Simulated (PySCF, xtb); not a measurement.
# C2NSi−: which of two structures lies lower

We compare X, a singlet given by its coordinates, with Y, a singlet given by its coordinates. Both are isolated ions in the gas phase, relaxed with B3LYP-D3(BJ)/def2-SVPD.

X (Å):

```xyz
4

C    -2.7962   -0.8786    1.3547
C    -1.9187    0.1194    1.0371
N    -3.5553   -1.7422    1.6293
Si   -0.8478    1.3230    0.6573
```

Close contacts (Å): C1–C2 1.37, C1–N3 1.18, C2–Si4 1.66.

Y (Å):

```xyz
4

C    -3.2395   -1.9290    1.6186
C    -2.0027    0.1713    1.0308
N    -2.6523   -0.9320    1.3397
Si   -1.1869    1.5590    0.6427
```

Close contacts (Å): C1–N3 1.19, C2–N3 1.32, C2–Si4 1.66.

Which of the two would you expect CCSD(T)/def2-SVPD + ΔMP2/def2-TZVPPD electronic energies to favour?

Structure X; the calculation gives E(Y) − E(X) = +30.7 kcal/mol.

How the difference moves with the method:

```tsv
level	geometry	E(Y) − E(X) (kcal/mol)	departure from the last row (kcal/mol)	job, with rough time for the two
GFN2-xTB	GFN2-xTB	+37.5	+6.9	optimisation, 0.12 s
HF/STO-3G	GFN2-xTB	+37.2	+6.5	single point, 1.7 s
r2SCAN-D4/def2-SVPD	GFN2-xTB	+28.7	−2.0	single point, 12 s
B3LYP-D3(BJ)/def2-SVPD	B3LYP-D3(BJ)/def2-SVPD	+30.1	−0.6	optimisation, 46 s
HF/def2-SVPD	B3LYP-D3(BJ)/def2-SVPD	+31.8	+1.1	part of the CCSD(T) run
MP2/def2-SVPD	B3LYP-D3(BJ)/def2-SVPD	+32.2	+1.5	part of the CCSD(T) run
CCSD(T)/def2-SVPD	B3LYP-D3(BJ)/def2-SVPD	+30.2	−0.5	single point
CCSD(T)/def2-SVPD + ΔMP2/def2-TZVPPD	B3LYP-D3(BJ)/def2-SVPD	+30.7		single point, 31 s
```

The levels shown agree on the order. The largest departure from CCSD(T)/def2-SVPD + ΔMP2/def2-TZVPPD is that of GFN2-xTB, 6.9 kcal/mol. The last row adds to CCSD(T) the change of the MP2 difference between the two basis sets, here +0.5 kcal/mol.

With thermal terms from frequencies at re-optimised GFN2-xTB minima (ideal gas, soft modes damped towards free rotors, one conformer each, 298.15 K, 1 atm): the zero-point term adds −0.5 kcal/mol; ΔH is +30.6 and ΔG +28.1 kcal/mol.

The T1 diagnostic of structure X is large, so the coupled-cluster value is less sure. The correlated steps freeze 8 core orbitals. Run with PySCF 2.14.0, xtb 6.7.1; the last row on 2 threads of Intel(R) Xeon(R) Processor @ 2.70GHz on a shared host.
